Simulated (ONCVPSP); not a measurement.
Scattering properties, ONCV potential for Mn

```json
{"Element": "Mn", "Generator": "ONCVPSP 4.0.1", "Type": "optimised norm-conserving Vanderbilt (ONCV)", "Functional": "LDA (Perdew-Zunger)", "Relativity": "scalar-relativistic", "Frozen core": "[Ne]", "Valence charge": "15", "Reference configuration": "3s2 3p6 3d6 4s1", "Partial waves": "3s+4s: rc 1.55 bohr, ncon 3, nbas 7, qcut 9.4 1/bohr, 2 projectors; 3p: rc 1.25 bohr, ncon 4, nbas 8, qcut 13.2 1/bohr, 2 projectors, debl 1.8 Ha; 3d: rc 1.90 bohr, ncon 4, nbas 9, qcut 6.7 1/bohr, 2 projectors, debl 2.9 Ha; f scattering state at 0.08 Ha: rc 1.75 bohr, ncon 4, nbas 8, qcut 7 1/bohr, 1 projector", "Local potential": "polynomial inside 0.80 bohr (lpopt 5, dvloc0 2 Ha)", "Core correction": "Teter function, fcfact 3.5, rcfact 1.35"}
```

In the p channel the program set the typed energies aside and used -1.851, 0.250 Ha.

The phase is arctan(r·R′/R) of the radial function R(r), unwrapped; energies in Ha, scanned from -4 to 5 Ha. A pole is an energy at which the radial function vanishes at the test radius. The pseudo phase is shifted by a multiple of π to meet the all-electron one at the reference energy, and phase errors are pseudo minus all-electron; the curves can meet again beyond the range given. Levels narrower than the energy grid can be missing from the lists of poles.

| channel | radius (bohr) | reference energy (Ha) | poles, all-electron | poles, pseudo | unbroken range about the reference energy with phases within 0.05 rad | phase error 1 Ha above the reference energy (rad) |
| --- | --- | --- | --- | --- | --- | --- |
| s | 1.57 | -0.16 | -2.68 | -2.68 | the whole range | -0.001 |
| p | 1.27 | -1.85 | -0.59 | -0.59 | the whole range | -0.000 |
| d | 1.92 | -0.13 | 0.18, 4.51 | 0.18, 4.52 | the whole range | -0.002 |
| f | 1.78 | 0.08 | 4.72 | 4.80 | the whole range | +0.001 |

Phases in the d channel:

```
E (Ha)  all-electron  pseudo
 -3.98         1.349   1.348
 -3.74         1.341   1.340
 -3.50         1.331   1.331
 -3.26         1.321   1.320
 -3.02         1.309   1.308
 -2.78         1.295   1.294
 -2.54         1.278   1.278
 -2.30         1.259   1.258
 -2.06         1.236   1.234
 -1.82         1.206   1.205
 -1.58         1.167   1.166
 -1.34         1.114   1.112
 -1.10         1.033   1.031
 -0.86         0.893   0.891
 -0.62         0.590   0.588
 -0.38        -0.204  -0.205
 -0.14        -1.117  -1.117
  0.10        -1.498  -1.498
  0.34        -1.690  -1.690
  0.58        -1.834  -1.835
  0.82        -1.984  -1.985
  1.06        -2.183  -2.185
  1.30        -2.501  -2.504
  1.54        -3.016  -3.019
  1.78        -3.596  -3.598
  2.02        -3.990  -3.991
  2.26        -4.216  -4.216
  2.50        -4.352  -4.352
  2.74        -4.442  -4.442
  2.98        -4.507  -4.507
  3.22        -4.556  -4.556
  3.46        -4.595  -4.595
  3.70        -4.627  -4.627
  3.94        -4.655  -4.655
  4.18        -4.681  -4.680
  4.42        -4.704  -4.703
  4.66        -4.726  -4.725
  4.90        -4.748  -4.747
```
